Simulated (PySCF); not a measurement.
## Working out the ionisation energy of Ge

Ge [Ar] 3d10 4s2 4p2 (3P) → Ge⁺ [Ar] 3d10 4s2 4p1 (2P). All numbers are calculated (PySCF 2.14, scalar relativity by spin-free X2C-1e, in jorge-DZP-DKH (8s6p2d1f, 43 functions)). Frozen: [Ar] 3d10. Energies in hartree (1 hartree = 27.21139 eV):

| part | Ge (lower) | Ge⁺ (upper) |
| --- | --- | --- |
| UHF | -2096.932591 | -2096.663015 |
| CCSD correlation | -0.031039 | -0.034409 |
| (T) | -0.000223 | -0.000155 |

Task: What does Hartree-Fock give?

Result: (-2096.663015) − (-2096.932591) = 0.269576 hartree = 7.336 eV.

Task: What do CCSD and CCSD(T) give?

Result: The CCSD correlation energies differ by -0.003370 hartree = -0.092 eV and the triples by 0.000068 hartree = 0.002 eV, so CCSD gives 7.244 eV and CCSD(T) 7.246 eV.

Measured between the centres of the two terms (NIST): 7.925 eV, so CCSD(T) (valence) is off by -0.679 eV.

A double-zeta basis recovers only part of the correlation energy.

What remains against the reference includes basis incompleteness, the frozen core and higher excitations.
